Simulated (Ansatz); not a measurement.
Start from `BC(=C)O` and change one atom or group to get `BC(=C)CI`.

Ansatz, PBE0-D4/def2-TZVP geometries, multiplicity 1. Each molecule was computed in one conformer, which needn't be the lowest.

Elements past krypton have def2 core potentials.

| property | `BC(=C)O` |
| --- | --- |
| size of the dipole moment (PBE/def2-TZVPP) / D | 0.37 |
| HOMO–LUMO gap (ωB97M-V/def2-TZVPP) / eV | 9.19 |
| HOMO energy (PBE/def2-TZVPP) / eV | -6.06 |
| HOMO energy (PBE0/def2-TZVPP) / eV | -7.18 |
| HOMO–LUMO gap (PBE0/def2-TZVPP) / eV | 5.00 |
| LUMO energy (PBE0/def2-TZVPP) / eV | -2.18 |

(1) What does the change do to each property? (Best estimate.)

Answers

(1) The calculation gave: 
```json
{"property": "size of the dipole moment (PBE/def2-TZVPP) / D", "`BC(=C)CI`": "2.03", "shift": "1.66"}
{"property": "HOMO–LUMO gap (ωB97M-V/def2-TZVPP) / eV", "`BC(=C)CI`": "9.19", "shift": "0.00"}
{"property": "HOMO energy (PBE/def2-TZVPP) / eV", "`BC(=C)CI`": "-6.19", "shift": "-0.13"}
{"property": "HOMO energy (PBE0/def2-TZVPP) / eV", "`BC(=C)CI`": "-7.29", "shift": "-0.11"}
{"property": "HOMO–LUMO gap (PBE0/def2-TZVPP) / eV", "`BC(=C)CI`": "5.04", "shift": "0.04"}
{"property": "LUMO energy (PBE0/def2-TZVPP) / eV", "`BC(=C)CI`": "-2.25", "shift": "-0.07"}
```

Dipoles are sizes alone; their direction can turn.

Spin–orbit coupling is left out; it splits and shifts lone-pair levels of the heavy atoms by tenths of an eV.
